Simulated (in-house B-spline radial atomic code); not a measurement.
**Dy8+: [Kr] 4d10 4f8 5s2 5p1 7g1 (an excited or competing configuration)**

Method: Dirac-Hartree-Fock, average of configuration, Fermi nucleus of rms radius 5.2218 fm. Calculated with a radial B-spline atomic code at the basis-set limit.

Effective charges: Z_r = [3n² - l(l+1)]/(2<r>) from the radius, Z_e = n√(-2ε) from the energy, and Slater's rules. Values are occupation-weighted means over j. An effective charge above Z reflects the relativistic contraction of the inner shells.

| shell | electrons | ε (eV) | <r> (bohr) | Z_r | Z_e | Slater |
| --- | --- | --- | --- | --- | --- | --- |
| 1s | 2 | -54257 | 0.02111 | 71.04 | 63.15 | 65.70 |
| 2s | 2 | -9278.7 | 0.08914 | 67.31 | 52.23 | 61.85 |
| 2p | 6 | -8275.5 | 0.07914 | 63.18 | 49.33 | 61.85 |
| 3s | 2 | -2231.4 | 0.2333 | 57.86 | 38.42 | 54.75 |
| 3p | 6 | -1913.9 | 0.2322 | 53.84 | 35.58 | 54.75 |
| 3d | 10 | -1489.5 | 0.2118 | 49.56 | 31.39 | 44.85 |
| 4s | 2 | -581.32 | 0.5284 | 45.42 | 26.15 | 38.25 |
| 4p | 6 | -472.82 | 0.5585 | 41.18 | 23.58 | 38.25 |
| 4d | 10 | -318.8 | 0.6022 | 34.87 | 19.36 | 26.85 |
| 5s | 2 | -179.09 | 1.185 | 31.64 | 18.14 | 15.20 |
| 4f | 8 | -154.42 | 0.7037 | 25.58 | 13.48 | 17.55 |
| 5p | 1 | -151.68 | 1.302 | 28.04 | 16.69 | 15.20 |
| 7g | 1 | -22.899 | 6.862 | 9.25 | 9.08 | - |

The least bound orbital is 7g7/2 at -22.9 eV, and it is also the most diffuse (<r> = 6.863 bohr).

Spin-orbit splittings of the orbital energies (j = l + 1/2 above j = l - 1/2 when positive): 2p 802.4 eV, 3p 169.8 eV, 3d 36.62 eV, 4p 38.57 eV, 4d 7.142 eV, 4f 1.025 eV, 5p 7.09 eV, 7g -0.00241 eV.

For the 1s electron the small component carries 6.07 % of the norm, the zero-frequency Breit interaction raises the level by 166.7 eV, self-energy by 100.7 eV, and vacuum polarisation lowers it by 16.91 eV.
